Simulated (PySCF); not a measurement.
A family of related molecules: cyclic III–V and III–VI dimers. All species are isolated molecules in the gas phase. Strings in code marks are SMILES.

The LUMO from two functionals at the same geometries (CAM-B3LYP-D3(BJ)/def2-SVP), both in PySCF: PBE-D3(BJ)/def2-TZVP and TPSSh-D3(BJ)/def2-TZVP. 

| species | PBE-D3(BJ)/def2-TZVP (eV) |
|---|---|
| `[BH2-]1[OH+][BH2-][OH+]1` | -0.68 |
| `[BH2-]1[SeH+][BH2-][SeH+]1` | -1.37 |
| `[AlH2-]1[SH+][AlH2-][SH+]1` | -1.34 |
| `[NH2+]1[GaH2-][NH2+][GaH2-]1` | -0.92 |
| `[GaH2-]1[SeH+][GaH2-][SeH+]1` | -1.40 |
| `[InH2-]1[SbH2+][InH2-][SbH2+]1` | -1.95 |
| `[SeH+]1[InH2-][SeH+][InH2-]1` | -1.64 |

Problem. What does TPSSh-D3(BJ)/def2-TZVP give for each?

Solution. 
- `[BH2-]1[OH+][BH2-][OH+]1`: -0.05
- `[BH2-]1[SeH+][BH2-][SeH+]1`: -0.86
- `[AlH2-]1[SH+][AlH2-][SH+]1`: -0.84
- `[NH2+]1[GaH2-][NH2+][GaH2-]1`: -0.42
- `[GaH2-]1[SeH+][GaH2-][SeH+]1`: -0.94
- `[InH2-]1[SbH2+][InH2-][SbH2+]1`: -1.63
- `[SeH+]1[InH2-][SeH+][InH2-]1`: -1.20
Over these rows, drawn at random from the members with no instability flagged (it was tested for open shells, ions and some series alone), PBE minus TPSSh-D3(BJ): mean -0.48 eV, from -0.63 eV to -0.32 eV.
